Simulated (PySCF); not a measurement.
Compound: C7H15B.
SMILES: `CC[C@@H]1CBC[C@@H]1C`

The closed-shell ground state was solved at several levels (PySCF, density fitting, gas phase, non-relativistic). The structure is a single PBE0-D3(BJ)/def2-SVP conformer in the gas phase; no vibrational or solvent corrections.

```json
{"level": "PBE0/pcSseg-1", "basis functions": "211", "HOMO (eV)": "-8.31", "LUMO (eV)": "-0.67", "gap (eV)": "7.64", "dipole (D)": "0.45"}
{"level": "wB97X-D/def2-SVPD", "basis functions": "280", "HOMO (eV)": "-10.21", "LUMO (eV)": "1.23", "gap (eV)": "11.44", "dipole (D)": "0.49"}
```

**Question.** Estimate the row for wB97X-D/pcSseg-1, a basis of 211 functions; the other rows only guide the guess.

**Answer.** HOMO -10.21 eV, LUMO 1.24 eV, gap 11.45 eV, dipole 0.41 D.

**Question.** How far do the dipole and the HOMO energy spread over the levels?

**Answer.** The dipole runs from 0.41 to 0.49 D (mean 0.45 D) and the HOMO from -10.21 to -8.31 eV.
